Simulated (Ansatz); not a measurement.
Reaction (ligand exchange at the Si–S bond): `O[SiH](O)S[SiH](O)F` + `NBS` → `O[SiH](F)NBS` + `O[SiH](O)S`

Program: Ansatz. Geometries: PBE0-D4/def2-TZVP. ΔE: electronic, gas phase. CCSD(T)/CBS adds triple-zeta CCSD(T) − MP2 to the extrapolated MP2 energy (def2 sets, frozen cores). Functionals use def2-TZVPP. B3LYP here is the variant with VWN-RPA as its local correlation; programs differ in this. One conformer a species, not always the lowest.

`O[SiH](O)S[SiH](O)F`:

Cartesian coordinates in Å:
```
O -1.385 -2.286 -0.837
Si -0.337 -1.228 -0.171
O -0.916 -0.788 1.307
S -0.184 0.446 -1.486
Si 1.029 1.703 -0.253
O 0.556 1.685 1.294
F 2.538 1.210 -0.366
H -1.478 -2.309 -1.790
H 0.986 -1.808 0.118
H -1.858 -0.604 1.358
H 0.972 3.073 -0.785
H 0.078 0.906 1.611
```

`NBS`:

Cartesian coordinates in Å:
```
N -1.147 0.152 -0.229
B 0.233 0.214 -0.059
S 1.123 -1.191 0.671
H -1.713 -0.638 0.030
H -1.668 0.912 -0.629
H 0.830 1.192 -0.393
H 2.342 -0.641 0.609
```

`O[SiH](F)NBS`:

Z-matrix (Å, degrees):
```
Si
F 1 1.595
N 1 1.725 2 104.0
O 1 1.622 2 112.0 3 -121.4
H 1 1.469 2 108.0 3 122.4
B 3 1.409 1 125.5 2 -169.0
H 3 1.012 1 116.0 2 14.3
H 4 0.959 1 118.9 2 73.2
S 6 1.807 3 120.4 1 -178.2
H 6 1.194 3 119.7 1 2.0
H 9 1.340 6 96.6 3 -180.0
```

`O[SiH](O)S`:

Cartesian coordinates in Å:
```
O -1.040 -0.924 -0.486
Si 0.292 0.035 -0.450
O 1.456 -0.835 0.288
S -0.177 1.902 0.477
H -1.879 -0.484 -0.631
H 0.811 0.409 -1.780
H 1.186 -1.444 0.977
H -0.648 1.341 1.605
```

```
             level  ΔE (kJ/mol)  difference from CCSD(T)/CBS
            PBE-D4         26.9                         14.0
           PBE0-D4         22.7                          9.8
          B3LYP-D4         16.1                          3.2
           ωB97X-V         15.3                          2.4
            B2PLYP         10.1                         -2.8
               PBE         22.6                          9.7
            r2SCAN         19.0                          6.1
             B3LYP          8.8                         -4.1
     HF/def2-TZVPP         -6.8                        -19.7
    MP2/def2-TZVPP         13.6                          0.7
     HF/def2-QZVPP         -7.7                        -20.6
    MP2/def2-QZVPP         15.5                          2.6
SCS-MP2/def2-QZVPP          9.5                         -3.4
      HF/CBS(def2)         -7.8                        -20.7
     MP2/CBS(def2)         17.5                          4.6
    CCSD/CBS(def2)          8.9                         -4.0
       CCSD(T)/CBS         12.9                            0
```

Largest T1 diagnostic among the species: 0.012.

From PBE to PBE0 (25 % exact exchange), in def2-TZVPP and without D4, ΔE moves by −3.7 kJ/mol. The D4 term adds +7.3 kJ/mol with B3LYP and +3.8 kJ/mol with PBE0; it sums over pairs of atoms, weighted by their polarisabilities, and B3LYP, whose exchange is more repulsive, gets the larger term. In def2-TZVPP, CCSD(T) changes the Hartree–Fock value by +15.9 kJ/mol (the triples alone add +4.0 kJ/mol) and MP2 by +20.4 kJ/mol.
